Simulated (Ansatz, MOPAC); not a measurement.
The molecule TaH+, multiplicity 4 (lowest of 2S+1 = 2, 4, 6, 8 at CCSD(T)/def2-TZVPP on PBE0 minima; our sources give no spin for the ground state, which may be another). No spin–orbit coupling.

Constants: fifth-degree fit in 1/R to seven points, most abundant isotopes. In def2 and cc sets the state is the lowest found near the PBE0 minimum, followed along R.

Correlated levels freeze the inner cores; with def2 sets outer-core shells near the valence are correlated too. CBS(a, b) extrapolates the correlation energy as X⁻³ and adds the Hartree–Fock energy of set b. The state that PM6 reach isn't checked.

Codes used: Ansatz (Gaussian basis) for Hartree–Fock, density functionals and correlated methods; MOPAC for PM6 (differences of heats of formation). Each number belongs to the level named beside it. In def2 rows elements past Kr take small-core potentials, without spin–orbit coupling.

```json
[
 {"level": "PM6", "r_e (Å)": "1.794", "ω_e (cm⁻¹)": "2143", "ω_e x_e (cm⁻¹)": "25"},
 {"level": "B97M-V/def2-TZVPP", "r_e (Å)": "1.742", "ω_e (cm⁻¹)": "1880", "ω_e x_e (cm⁻¹)": "27"},
 {"level": "PBE0/def2-TZVPP", "r_e (Å)": "1.733", "ω_e (cm⁻¹)": "1946", "ω_e x_e (cm⁻¹)": "26"},
 {"level": "BHLYP/def2-TZVPP", "r_e (Å)": "1.732", "ω_e (cm⁻¹)": "1971", "ω_e x_e (cm⁻¹)": "25"},
 {"level": "CAM-B3LYP/def2-TZVPP", "r_e (Å)": "1.734", "ω_e (cm⁻¹)": "(withheld)", "ω_e x_e (cm⁻¹)": "24"},
 {"level": "CCSD/def2-TZVPP", "r_e (Å)": "1.735", "ω_e (cm⁻¹)": "1945", "ω_e x_e (cm⁻¹)": "25"},
 {"level": "CCSD(T)/def2-TZVPP", "r_e (Å)": "1.737", "ω_e (cm⁻¹)": "1929", "ω_e x_e (cm⁻¹)": "25"},
 {"level": "CCSD(T)/CBS(def2-TZVPP, def2-QZVPP)", "r_e (Å)": "(withheld)", "ω_e (cm⁻¹)": "(withheld)", "ω_e x_e (cm⁻¹)": "25"}
]
```

Question: Fill in the missing entries.

Answer: 
- CCSD(T)/CBS(def2-TZVPP, def2-QZVPP), r_e (Å): 1.731
- CCSD(T)/CBS(def2-TZVPP, def2-QZVPP), ω_e (cm⁻¹): 1944
- CAM-B3LYP/def2-TZVPP, ω_e (cm⁻¹): 1959

Ansatz is a first-principles code.
